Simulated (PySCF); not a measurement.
Species: C4H4BFSe.
Structure used (PBE0-D3(BJ)/def2-SVP), in Å, numbered top down from 1:
```
atom  x, y, z in Å
F1    -2.8228    0.4472    0.2426
B2    -1.8662   -0.4644    0.1013
C3    -0.3908   -0.0200    0.0436
C4     0.7248   -0.9142   -0.1134
C5     1.9509   -0.3200   -0.1481
Se6    1.8155    1.5251    0.0265
C7    -0.0091    1.3029    0.1343
H8    -2.2110   -1.6235    0.0215
H9     0.5980   -1.9959   -0.2004
H10    2.9221   -0.8012   -0.2601
H11   -0.6732    2.1591    0.2567
```

Method used: PySCF 2.14.0, PBE0-D3(BJ)/def2-SVP geometry optimisation, gas phase.

Masses are those of the commonest isotopes; rigid-rotor values at the optimised geometry. The values belong to one conformer with, in the numbering `[F:1][BH:2][c:3]1[cH:4][cH:5][se:6][cH:7]1`, F1–B2–C3–C4 180°.

(1) Give the principal moments of inertia and the rotational constants in GHz.

(2) What kind of rotor is it?

(3) Is it planar, by Δ = Ic − Ia − Ib?

(4) Which lines would a microwave search look for?

(5) Estimate the classical rotational partition function at 10 K, 200 K and 500 K.

Answers

(1) Ia = 105.77, Ib = 498.43, Ic = 604.21 u·Å²; 505379 MHz·u·Å²/I gives 4778, 1014 and 836.4 MHz, that is A = 4.7779, B = 1.0139, C = 0.8364 GHz.

(2) A near-prolate asymmetric top. Ray's parameter κ = (2B − A − C)/(A − C) = -0.910; −1 is the prolate and +1 the oblate limit.

(3) Planar: Δ = Ic − Ia − Ib = 0.00 u·Å². For a rigid frame Δ = −2 Σ m c², so it vanishes when all atoms lie in the ab plane; here none is more than 0.01 Å from it.

(4) The dipole components are |μa| = 1.69 D, |μb| = 0.50 D, |μc| = 0.00 D; the mirror of this Cs structure is the ab plane, so μc vanishes by symmetry and there are no c-type lines. Intensities carry the squares of the components, which stand as 1.00 : 0.09 (a : b). Some of the stronger lines:

```
type  branch         J(Ka,Kc)    MHz  lower level (cm⁻¹)
   a       Q  2(1,1) ← 2(1,2)    532               0.305
   a       R  1(0,1) ← 0(0,0)   1850               0.000
   a       R  2(1,2) ← 1(1,1)   3523               0.187
   a       R  2(0,2) ← 1(0,1)   3695               0.062
   a       R  2(1,1) ← 1(1,0)   3878               0.193
   b       Q  1(1,0) ← 1(0,1)   3941               0.062
   b       Q  2(1,1) ← 2(0,2)   4125               0.185
   b       R  1(1,1) ← 0(0,0)   5614               0.000
   b       R  2(1,2) ← 1(0,1)   7287               0.062
   b       Q  2(2,0) ← 2(1,1)  11298               0.323
   b       Q  2(2,1) ← 2(1,2)  11824               0.305
   b       R  2(2,1) ← 1(1,0)  15170               0.193
   b       R  2(2,0) ← 1(1,1)  15354               0.187
```

(5) Point group Cs, symmetry number σ = 1; q = (√π/σ)·√((kT/h)³/(ABC)), k/h = 20836.6 MHz/K: 2650 at 10 K, 237000 at 200 K, 936000 at 500 K.

No PBE0-D3(BJ)/def2-SVP frequencies stand behind this structure, so it isn't proved a minimum. No vibrational averaging or centrifugal distortion is included, and the geometry carries the error of its method. Quadrupole hyperfine structure (11B) is left out.
